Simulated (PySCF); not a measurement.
Question: What does the PBE0-D3(BJ)/def2-SVP structure of `C#C[Si@H](C#N)N=C` look like in three dimensions?

Answer: 
```xyz
11
C4H4N2Si angstrom
C     -1.3402   -2.0590    0.6125
C     -0.3962   -1.3529    0.3096
Si     0.9406   -0.2110   -0.1984
C      1.9139    0.2137    1.3251
N      2.5268    0.4567    2.2782
N      0.3614    1.2926   -0.8539
C     -0.8493    1.6125   -1.0165
H     -2.1647   -2.6919    0.8916
H      1.8618   -0.8498   -1.1663
H     -1.1074    2.5967   -1.4479
H     -1.7103    0.9634   -0.7504
```

Orientation and origin are arbitrary. Atoms count from 1 in this order. Si3 (SiH silicon) is distorted tetrahedral (angles from 106.6° to 113.6°). Of the pairs four or more bonds apart, C2···H11 is among the closest relative to their van der Waals radii: 2.87 Å, 99 % of the sum of Bondi's values. The C–N distances run from 1.159 Å (C4≡N5, drawn triple) to 1.263 Å (N6=C7, drawn double), a spread of 0.104 Å. The 2 C–Si bonds span 1.830 Å (C2–Si3, drawn single) to 1.857 Å (Si3–C4, drawn single), a spread of 0.027 Å.

Bonds between heavy atoms (Å): C1≡C2 1.217, C2–Si3 1.830, Si3–C4 1.857, C4≡N5 1.159, Si3–N6 1.740, N6=C7 1.263.

Theory: PBE0-D3(BJ)/def2-SVP geometry optimisation, gas phase (PySCF).

Point group: C1 (no symmetry element, even within 0.4 Å). PBE0-D3(BJ)/def2-SVP frequencies: not computed here. One conformer, not necessarily the lowest (C2–Si3–N6–C7 -2°).
